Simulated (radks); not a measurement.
Spherical jellium clusters: N electrons in a uniform positive sphere of charge N and radius rs N^(1/3), rs = 4.21 bohr. Calculated with a radial shooting solver with Libxc functionals: non-relativistic Kohn-Sham, LDA (Slater exchange, Perdew-Wang correlation), spin-polarised, spherical densities. Levels are named by radial order and angular momentum (1s, 1p, 1d, 2s, ...), and open shells are averaged over m. Each electron was tried in the lowest free levels, single moves between levels near the top were tried too, and the lowest total energy was kept; such a search can miss a lower state. Energies include the self-energy of the background; IP and EA are vertical (highest electron removed, lowest free level filled), at fixed background; spill-out counts the electrons outside the background radius R, and alpha is the static dipole polarisability from linear response (closed shells only). A dash means not computed or, for alpha, an open shell; in EA it means that no bound solution was reached, which is typical of self-interaction and does not show that the anion is unstable. Real open-shell clusters deform, which this model forbids.

\begin{tabular}{lrrrrrrrr}
N & open shells & 2S & E/N (eV) & E(N+1) + E(N-1) - 2E(N) (eV) & IP (eV) & -e(HOMO) (eV) & spill-out (e) & alpha/R^3 \\ \hline
1 & 1s(up 1, down 0) & 1 & -1.268 & - & - & 2.913 & 0.37 & - \\
2 & none & 0 & -1.684 & 1.010 & 5.071 & 3.070 & 0.53 & 1.591 \\
3 & 1p(up 1, down 0) & 1 & -1.486 & -0.605 & 3.702 & 2.094 & 0.82 & - \\
4 & 1p(up 2, down 0) & 2 & -1.538 & -0.419 & 4.203 & 2.579 & 0.98 & - \\
5 & 1p(up 3, down 0) & 3 & -1.654 & 0.289 & 4.478 & 2.888 & 1.10 & - \\
6 & 1p(up 3, down 1) & 2 & -1.682 & -0.340 & 4.065 & 2.631 & 1.24 & - \\
7 & 1p(up 3, down 2) & 1 & -1.751 & -0.246 & 4.329 & 2.905 & 1.35 & - \\
8 & none & 0 & -1.833 & 1.093 & 4.500 & 3.100 & 1.44 & 1.406 \\
9 & 1d(up 1, down 0) & 1 & -1.776 & -0.247 & 3.341 & 2.074 & 1.61 & - \\
10 & 1d(up 2, down 0) & 2 & -1.755 & -0.210 & 3.567 & 2.312 & 1.74 & - \\
11 & 1d(up 3, down 0) & 3 & -1.757 & -0.179 & 3.743 & 2.503 & 1.85 & - \\
12 & 1d(up 4, down 0) & 4 & -1.773 & -0.153 & 3.885 & 2.662 & 1.95 & - \\
13 & 1d(up 5, down 0) & 5 & -1.799 & 0.319 & 4.000 & 2.794 & 2.04 & - \\
14 & 1d(up 5, down 1) & 4 & -1.798 & -0.164 & 3.644 & 2.497 & 2.14 & - \\
15 & 1d(up 5, down 2) & 3 & -1.809 & -0.141 & 3.785 & 2.648 & 2.24 & - \\
16 & 1d(up 5, down 3) & 2 & -1.826 & -0.122 & 3.901 & 2.775 & 2.32 & - \\
17 & 1d(up 5, down 4) & 1 & -1.849 & -0.106 & 3.997 & 2.883 & 2.40 & - \\
18 & none & 0 & -1.875 & 0.205 & 4.078 & 2.978 & 2.47 & 1.310 \\
19 & 2s(up 1, down 0) & 1 & -1.888 & 0.199 & 3.850 & 2.772 & 2.63 & - \\
20 & none & 0 & -1.890 & 0.349 & 3.649 & 2.610 & 2.83 & 1.341 \\
21 & 1f(up 1, down 0) & 1 & -1.874 & -0.114 & 3.315 & 2.290 & 2.92 & - \\
22 & 1f(up 2, down 0) & 2 & -1.866 & -0.104 & 3.412 & 2.395 & 3.00 & - \\
23 & 1f(up 3, down 0) & 3 & -1.862 & -0.095 & 3.498 & 2.490 & 3.07 & - \\
24 & 1f(up 4, down 0) & 4 & -1.863 & -0.087 & 3.575 & 2.575 & 3.14 & - \\
25 & 1f(up 5, down 0) & 5 & -1.867 & -0.080 & 3.644 & 2.653 & 3.21 & - \\
26 & 1f(up 6, down 0) & 6 & -1.874 & -0.074 & 3.706 & 2.724 & 3.27 & - \\
27 & 1f(up 7, down 0) & 7 & -1.884 & 0.278 & 3.763 & 2.788 & 3.33 & - \\
28 & 1f(up 7, down 1) & 6 & -1.882 & -0.084 & 3.467 & 2.518 & 3.40 & - \\
29 & 1f(up 7, down 2) & 5 & -1.884 & -0.077 & 3.540 & 2.597 & 3.47 & - \\
30 & 1f(up 7, down 3) & 4 & -1.888 & -0.071 & 3.606 & 2.669 & 3.53 & - \\
31 & 1f(up 7, down 4) & 3 & -1.894 & -0.066 & 3.665 & 2.735 & 3.60 & - \\
32 & 1f(up 7, down 5) & 2 & -1.902 & -0.061 & 3.719 & 2.796 & 3.66 & - \\
33 & 1f(up 7, down 6) & 1 & -1.911 & - & 3.769 & 2.852 & 3.72 & - \\
\end{tabular}

All shells are closed at N = 2, 8, 18, 20 (there: 1s2 1p6 1d10 2s2); the second difference of the energy has clear peaks (12 % above both neighbours; the first and last values, which can be the largest, are not judged, and half-filled shells can peak too) at N = 5, 8, 13, 20, 27.
